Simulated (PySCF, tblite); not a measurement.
Isomers of C3H6ClOSi (doublet state), one GFN2-xTB conformer each. Single-point energies are computed at B3LYP/pcH-1 (PySCF, gas phase, no added dispersion term), electronic only. GFN2-xTB treats the open shell by occupation alone, and not every SCF solution was tested for stability.

| SMILES | GFN2-xTB relative energy (kJ/mol) |
| --- | --- |
| O[CH]/C(Cl)=C\[SiH3] | 0.9 |
| C=C(Cl)[C](O)[SiH3] | 0.0 |

Conformers: `[OH:1][CH:2]/[C:3]([Cl:4])=[CH:5]\[SiH3:6]` (doublet state) with H–O1–C2–C3 0°, O1–C2–C3–Cl4 0°; `[CH2:1]=[C:2]([Cl:3])[C:4]([OH:5])[SiH3:6]` (doublet state) with C1–C2–C4–O5 179°, C2–C4–O5–H 0°.

Question: What does B3LYP/pcH-1 give for the same structures?

Answer: 
```
              SMILES  B3LYP/pcH-1 E (Eh)  B3LYP/pcH-1 (kJ/mol)  GFN2-xTB (kJ/mol)  point group
O[CH]/C(Cl)=C\[SiH3]          -942.81424                   0.0                0.9            –
 C=C(Cl)[C](O)[SiH3]          -942.81025                  10.5                0.0            –
```

GFN2-xTB puts C=C(Cl)[C](O)[SiH3] lowest instead. Neighbours under 21 kJ/mol apart (O[CH]/C(Cl)=C\[SiH3] and C=C(Cl)[C](O)[SiH3]) can change places with a better method, another conformer or zero-point energy.

Question: What happens when harmonic zero-point energies from GFN2-xTB frequencies are added?

Answer: 
```
              SMILES  ZPE (kJ/mol)  electronic (kJ/mol)  with ZPE (kJ/mol)
O[CH]/C(Cl)=C\[SiH3]         196.4                  0.0                0.0
 C=C(Cl)[C](O)[SiH3]         195.2                 10.5                9.3
```

The zero-point energies span 1.2 kJ/mol. The order is unchanged.

Question: As an exercise, what shares would exp(−E/RT) give at 500 K from these electronic energies alone (no entropy, no degeneracies)?

Answer: RT = 4.157 kJ/mol: O[CH]/C(Cl)=C\[SiH3] 92.6 %, C=C(Cl)[C](O)[SiH3] 7.4 %.
